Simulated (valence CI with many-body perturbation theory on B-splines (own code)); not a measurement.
# Questions on La¹⁸⁺

Computed by configuration interaction combined with many-body perturbation theory (CI+MBPT): three valence electrons over a frozen Dirac-Fock core [Kr], radial functions for each j: 7 s, 7 p, 8 d, 6 f, 4 g, 1 h, with the one-electron correlation potential Σ1, the two-electron term Σ2, the three-electron term Σ3, Breit, model QED; selected CI, second order for the rest, scaled by the run's own slope (own B-spline code, finite nucleus).

No measured levels were compared; by estimate terms of the open shell hold to 2 to 4 % of their energy, and close levels can change places. Only levels of the ground parity were solved; by the run's estimate the other parity begins above the list, which can be wrong where configurations are misplaced.

Names give the largest LS component (configuration and term), which can be under half, so a name can repeat, a term be missing and a line seem to break the LS rules; names also repeat where a configuration has a term twice.

Rates and lifetimes use the calculated energies. Strong lines usually hold to 10 to 20 %, long lifetimes can be off by a factor of two.

Task: What is the ground level?

Result: 4d³ ⁴F_3/2, composition 78 % 4d³ ⁴F + 18 % 4d³ ²D + 3 % 4d³ ²P, g = 0.512.

Task: What is the ionisation energy?

Result: 499.09 eV; NIST lists 498 ± 3 eV (theoretical).

Task: How well does LS coupling describe the low levels?

Result: Among the lowest 19 levels the leading LS term, summed over configurations, holds 74 % on average. For single configurations the figures are 74 % in LS and 79 % in jj coupling. Terms mix most in the J = 9/2 level at 37786 cm⁻¹, where the leading one holds 44 %.
